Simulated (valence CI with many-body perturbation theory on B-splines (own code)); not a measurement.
## Ba XLIV: fill in the table

Level of theory: valence CI with perturbative core correlation (CI+MBPT): three valence electrons over a frozen Dirac-Fock core [Ne], radial functions for each j: 11 s, 11 p, 9 d, 7 f, 5 g, 2 h, 1 i, with the one-electron correlation potential Σ1, the two-electron term Σ2, the three-electron term Σ3, Breit, model QED; selected CI, second order for the rest (own B-spline code, finite nucleus).

The last digits are not significant, and no measured levels were compared; by estimate large intervals hold to a few tenths of a per cent, small ones and those within an open d or f shell to about a per cent.

```csv
Level,E (eV)
(3s^2 3p1/2) J=1/2,0.00
(3s^2 3p3/2) J=3/2,97.88
(3s 3p1/2^2) J=1/2,107.43
(3s 3p1/2 3p3/2) J=3/2 [a],186.55
(3s 3p1/2 3p3/2) J=5/2,?
(3s 3p1/2 3p3/2) J=3/2 [b],?
(3s 3p1/2 3p3/2) J=1/2,222.59
(3s^2 3d3/2) J=3/2,260.55
(3s^2 3d5/2) J=5/2,272.20
(3s 3p3/2^2) J=5/2,?
(3s 3p3/2^2) J=1/2,320.98
(3p1/2^2 3p3/2) J=3/2,323.37
(3s 3p3/2^2) J=3/2,326.01
(3s 3p1/2 3d3/2) J=3/2 [a],?
(3s 3p1/2 3d3/2) J=5/2,345.64
(3s 3p1/2 3d3/2) J=1/2,?
(3s 3p1/2 3d3/2) J=3/2 [b],365.44
(3s 3p1/2 3d5/2) J=5/2 [a],369.21
(3s 3p1/2 3d5/2) J=7/2,376.12
(3s 3p1/2 3d5/2) J=5/2 [b],?
```

Levels are named by their leading jj configuration (3d3/2^4 stands for four electrons in 3d with j = 3/2), which in mixed levels can hold well under half, so a name can repeat and another be missing. Letters in brackets count levels of one name in rising energy.

Problem. The levels stand in rising order. What does the calculation give for the missing energies?

Solution. (3s 3p1/2 3p3/2) J=5/2 198.40; (3s 3p1/2 3p3/2) J=3/2 [b] 214.48; (3s 3p3/2^2) J=5/2 300.76; (3s 3p1/2 3d3/2) J=3/2 [a] 337.37; (3s 3p1/2 3d3/2) J=1/2 363.88; (3s 3p1/2 3d5/2) J=5/2 [b] 383.95.
